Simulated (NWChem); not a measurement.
# AlH₃O; SMILES [OH][AlH2]

```xyz
5

Al    -0.0068     0.6019     0.0000
H      1.3959     1.3482     0.0000
H     -1.4080     1.3329     0.0000
O     -0.0721    -1.1009     0.0000
H      0.6777    -1.6978     0.0000
```
Atoms are numbered in this order, from 1.

Coordinates come from a PBE0/def2-SVP optimisation.

Symmetry labels are those of Cs in the frame above (b1 and b2, or b-type labels, depend on it).

Task: List the 4 lowest vertical singlet excitations and the 4 lowest triplet ones from B3LYP/6-31G* (spherical d), TDA (NWChem).

Result: 
```json
[
 {"state": "S1", "energy (eV)": "5.80", "oscillator strength": "0.001", "symmetry": "a\"", "leading excitation (squared amplitude)": "HOMO → LUMO (1.00)"},
 {"state": "S2", "energy (eV)": "6.83", "oscillator strength": "0.011", "symmetry": "a\"", "leading excitation (squared amplitude)": "HOMO−2 → LUMO (0.99)"},
 {"state": "S3", "energy (eV)": "7.04", "oscillator strength": "0.019", "symmetry": "a'", "leading excitation (squared amplitude)": "HOMO−1 → LUMO (0.55)"},
 {"state": "S4", "energy (eV)": "7.42", "oscillator strength": "0.043", "symmetry": "a'", "leading excitation (squared amplitude)": "HOMO → LUMO+1 (0.59)"},
 {"state": "T1", "energy (eV)": "5.44", "oscillator strength": "spin-forbidden", "symmetry": "a\"", "leading excitation (squared amplitude)": "HOMO → LUMO (0.99)"},
 {"state": "T2", "energy (eV)": "5.90", "oscillator strength": "spin-forbidden", "symmetry": "a'", "leading excitation (squared amplitude)": "HOMO−1 → LUMO (0.99)"},
 {"state": "T3", "energy (eV)": "6.47", "oscillator strength": "spin-forbidden", "symmetry": "a\"", "leading excitation (squared amplitude)": "HOMO−2 → LUMO (0.98)"},
 {"state": "T4", "energy (eV)": "6.66", "oscillator strength": "spin-forbidden", "symmetry": "a'", "leading excitation (squared amplitude)": "HOMO → LUMO+1 (0.90)"}
]
```
